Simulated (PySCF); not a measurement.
Job file and geometry (Å, from PBE0-D3(BJ)/def2-SVP) of an NMR shielding run on `CC(C)(C)[SiH]1P[SiH2]P1`, C₄H₁₄P₂Si₂, GIAO PBE0/pcSseg-1 NMR shielding, non-relativistic, gas phase (PySCF); density fitting, a coarse starting grid and PySCF grid level 2 are the driver's defaults:

```
$ OMP_NUM_THREADS=1 python probes_run.py task.json out

{"job": {"kind": "nmr", "xc": "PBE0", "basis": "pcSseg-1"}, "charge": 0, "multiplicity": 1}
C     -2.038408    -1.028750     1.002224
C     -1.292643     0.065891     0.233290
C     -2.187087     0.663708    -0.854603
C     -0.822502     1.152136     1.200591
Si     0.206688    -0.769523    -0.597667
P      1.751338    -1.438750     0.953470
Si     3.062010    -0.164334    -0.411989
P      1.497756     0.628341    -1.872298
H     -1.397309    -1.498486     1.766259
H     -2.912375    -0.599838     1.523435
H     -2.407226    -1.822193     0.332813
H     -1.665190     1.444781    -1.430765
H     -2.535847    -0.102331    -1.565915
H     -3.081690     1.128031    -0.403340
H     -0.292497     1.966646     0.681882
H     -0.149959     0.747060     1.974218
H     -1.688408     1.602001     1.716947
H     -0.256614    -1.923335    -1.431226
H      2.065794    -2.665470     0.292265
H      4.091552    -0.988082    -1.113984
H      3.746469     0.939428     0.327204
H      1.212147     1.756866    -1.039784
```

**Question.** What does the program print?

**Answer.** 
```
coarse grid: 19520 points
cycle   1  E = -1421.7170861158  dE =  4.337e-01  |g| = 4.175e-01  |ddm| = 4.237e+00
cycle   2  E = -1421.7007953655  dE =  1.629e-02  |g| = 4.891e-01  |ddm| = 9.538e-01
cycle   3  E = -1421.7650090481  dE = -6.421e-02  |g| = 5.832e-02  |ddm| = 5.591e-01
cycle   4  E = -1421.7657181047  dE = -7.091e-04  |g| = 2.873e-02  |ddm| = 1.076e-01
cycle   5  E = -1421.7659230814  dE = -2.050e-04  |g| = 4.618e-03  |ddm| = 3.760e-02
cycle   6  E = -1421.7659276869  dE = -4.606e-06  |g| = 1.980e-03  |ddm| = 9.546e-03
final grid: 167744 points
cycle   7  E = -1421.8139768614  dE = -4.313e-05  |g| = 8.586e-03  |ddm| = 3.978e-02
cycle   8  E = -1421.8139652097  dE =  1.165e-05  |g| = 1.082e-02  |ddm| = 2.040e-02
cycle   9  E = -1421.8139966683  dE = -3.146e-05  |g| = 9.478e-04  |ddm| = 1.176e-02
cycle  10  E = -1421.8139968712  dE = -2.029e-07  |g| = 2.861e-04  |ddm| = 1.408e-03
cycle  11  E = -1421.8139968915  dE = -2.030e-08  |g| = 4.965e-05  |ddm| = 3.513e-04
cycle  12  E = -1421.8139968920  dE = -5.166e-10  |g| = 2.153e-05  |ddm| = 1.173e-04
converged SCF energy = -1421.8139968920

GIAO shielding tensors (ppm)
atom      isotropic    diamagn.    paramagn.     s11        s22        s33       span
  0 C      159.305     247.668     -88.363    139.477    151.954    186.484     47.007
  1 C      163.803     248.490     -84.687    157.156    164.817    169.436     12.279
  2 C      159.297     247.446     -88.149    142.998    149.178    185.715     42.717
  3 C      159.673     249.259     -89.586    146.906    147.952    184.162     37.256
  4 Si     353.405     881.607    -528.202    304.932    339.901    415.382    110.450
  5 P      590.059     968.596    -378.536    478.987    636.844    654.347    175.360
  6 Si     409.983     879.608    -469.625    379.707    394.668    455.573     75.866
  7 P      599.146     968.824    -369.678    501.614    640.614    655.210    153.597
  8 H       29.963      30.575      -0.612     24.956     29.621     35.311     10.355
  9 H       30.414      30.226       0.188     26.254     27.738     37.249     10.995
 10 H       30.579      30.585      -0.007     26.012     27.998     37.726     11.714
 11 H       30.299      30.958      -0.659     25.233     30.085     35.579     10.346
 12 H       30.483      30.582      -0.098     26.001     27.928     37.521     11.520
 13 H       30.380      30.291       0.089     26.328     27.566     37.246     10.918
 14 H       30.151      32.217      -2.066     25.416     29.415     35.622     10.207
 15 H       29.904      31.693      -1.789     25.124     29.251     35.338     10.214
 16 H       30.496      31.406      -0.910     26.485     28.017     36.987     10.503
 17 H       26.287      31.801      -5.514     23.006     25.580     30.277      7.271
 18 H       28.607      30.437      -1.830     24.641     25.479     35.699     11.058
 19 H       26.243      28.723      -2.480     22.935     23.876     31.917      8.981
 20 H       26.354      28.314      -1.960     23.081     23.700     32.281      9.200
 21 H       28.937      31.091      -2.154     25.098     28.503     33.211      8.113
```

Size and cost of the density-fitted run: 234 basis functions, 120 s wall time on 1 thread of an Arm Neoverse N1, shared host; peak memory 1.1 GiB.
